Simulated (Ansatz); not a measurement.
Ansatz (a quantum-chemistry and plane-wave program) input (PBE/6-31G* with LANL2DZ past Ar): The .json file joins the Basis Set Exchange's 6-31G* for atoms up to Ar and LANL2DZ past it.

Ansatz 0.2 input:
```yaml
crystal:
  periodic: [false, false, false]
  atoms:
    - {symbol: Ga, position_ang: [0.00000000, 0.00000000, 0.00000000]}
    - {symbol: F, position_ang: [0.00000000, 0.00000000, 1.67033866]}
    - {symbol: F, position_ang: [-0.00000000, -0.00000000, -1.67033866]}
basis:
  gaussian:
    orbitals: 6-31Gs+LANL2DZ.json
hamiltonian:
  xc: {name: PBE}
total_charge: 1
relax: {f_tol: 0.003, max_steps: 120}
```

Predict the final energy.

-201.27695 Eh.
